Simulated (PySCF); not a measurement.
Vertical excitations of a molecule C2H7BFNO from PySCF with TDDFT-PBE/def2-SVPD, as energy in eV (oscillator strength): 5.43 (0.013), 5.89 (0.003), 6.38 (0.006), 6.54 (0.007), 6.76 (0.020), 6.76 (0.011), 7.14 (0.026), 7.32 (0.009), 7.62 (0.041), 7.66 (0.009). Lowest triplet (TDA): 5.35 eV. The structure is a stationary point at r2SCAN-D4/def2-SVP. Other conformers were not sampled.

Task: Pick the molecule that these values belong to.
A. C[C@H](F)B(N)O
B. COCB(N)F
C. CN(C)B(O)F
D. COB(N)CF

Result: B, COCB(N)F
